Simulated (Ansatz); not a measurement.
Start from `F[SiH2][SnH3]` and change one atom or group to get `C[SiH2]F`.

Ansatz, PBE0-D4/def2-TZVP geometries, multiplicity 1. 

Elements past krypton have def2 core potentials.

```json
{"property": "LUMO energy (ωB97M-V/def2-TZVPP) / eV", "`F[SiH2][SnH3]`": "0.97"}
{"property": "size of the dipole moment (PBE/def2-TZVPP) / D", "`F[SiH2][SnH3]`": "1.03"}
{"property": "HOMO–LUMO gap (PBE/def2-TZVPP) / eV", "`F[SiH2][SnH3]`": "5.36"}
{"property": "HOMO energy (PBE/def2-TZVPP) / eV", "`F[SiH2][SnH3]`": "-6.92"}
{"property": "HOMO–LUMO gap (PBE0/def2-TZVPP) / eV", "`F[SiH2][SnH3]`": "7.29"}
{"property": "zero-point energy (PBE0-D4/def2-TZVP) / kJ/mol", "`F[SiH2][SnH3]`": "105.0"}
```

Problem. Give the same properties after the change, and the shifts. (Best estimate.)

Solution. The calculation gave: 
```tsv
property	`C[SiH2]F`	shift
LUMO energy (ωB97M-V/def2-TZVPP) / eV	2.17	1.20
size of the dipole moment (PBE/def2-TZVPP) / D	1.67	0.64
HOMO–LUMO gap (PBE/def2-TZVPP) / eV	7.43	2.07
HOMO energy (PBE/def2-TZVPP) / eV	-7.82	-0.90
HOMO–LUMO gap (PBE0/def2-TZVPP) / eV	9.73	2.44
zero-point energy (PBE0-D4/def2-TZVP) / kJ/mol	147.9	42.9
```

With PBE0 the HOMO falls by 1.21 eV and the LUMO rises by 1.23 eV, so the gap widens by about 2.44 eV. PBE moves the HOMO by -0.90 eV and ωB97M-V by -1.47 eV. Dipoles are sizes alone; their direction can turn.
